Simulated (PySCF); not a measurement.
Species: GeH₇PSi.
InChI=1S/GeH7PSi/c1-3-2/h2-3H2,1H3

A linear-response calculation (PySCF, def2-SVPD basis, gas phase, vertical, core orbitals frozen in the response) gave these numbers; the functional is withheld.

Orbital energies (eV): HOMO-3 -10.88, HOMO-2 -10.54, HOMO-1 -9.40, HOMO -8.87, LUMO 0.73, LUMO+1 0.86, LUMO+2 0.90.

| state | E (eV) | f | main configurations (H = HOMO, L = LUMO) |
| --- | --- | --- | --- |
| S1 | 6.42 | 0.025 | H→L+2 (36%), H→L (31%), H→L+3 (21%) |
| S2 | 6.62 | 0.021 | H→L+1 (43%), H→L+3 (26%), H→L (17%) |
| S3 | 6.84 | 0.146 | H→L+2 (46%), H-1→L+2 (14%), H→L (12%) |
| S4 | 7.14 | 0.111 | H-1→L+2 (43%), H→L+3 (16%), H→L+1 (11%) |
| S5 | 7.20 | 0.0062 | H-1→L (60%), H-1→L+2 (20%) |
| S6 | 7.22 | 0.032 | H-1→L (22%), H→L+1 (20%), H→L (13%) |

Triplets (Tamm–Dancoff): T1 5.60 eV, H→L+2 (46%), H→L (17%), H→L+1 (11%); T2 5.66 eV, H→L+3 (52%), H→L (14%); T3 6.20 eV, H→L+2 (29%), H→L (19%), H→L+1 (18%); T4 6.40 eV, H-1→L+2 (64%), H-1→L (9%).

Vertical ionisation energy by ΔSCF with the same functional: 9.70 eV. Mean static polarisability: 92.6 au.

Question: Which of these was used?
A. PBE
B. CAM-B3LYP
C. B3LYP
D. HF

Answer: B. CAM-B3LYP is range-separated, 19% exact exchange at short range and 65% at long range (ω = 0.33 bohr⁻¹). In this run −ε(HOMO) = 8.87 eV differs from the ΔSCF value by -0.83 eV, and S1 differs from the orbital gap of 9.60 eV by -3.18 eV. The ratio −ε(HOMO)/IP is 0.91. Small neutral molecules mostly give 0.85 to 0.93 with CAM-B3LYP, 0.5 to 0.7 with PBE, 0.67 to 0.83 with B3LYP; Hartree–Fock can't fall below 1, since the ion's relaxation only lowers the ΔSCF value.

Level of theory: TDDFT CAM-B3LYP/def2-SVPD, vertical, gas phase, core orbitals frozen in the response (PySCF). Geometry: PBE0-D3(BJ)/def2-SVP, one conformer, isolated molecule. The CAM-B3LYP/def2-SVPD calculation is non-relativistic and has no spin–orbit coupling, an omission that weighs most on germanium.

Conformer computed: `[PH2:1][SiH2:2][GeH3:3]`: H–P1–Si2–Ge3 -166°, H–P1–Si2–Ge3 -72°.
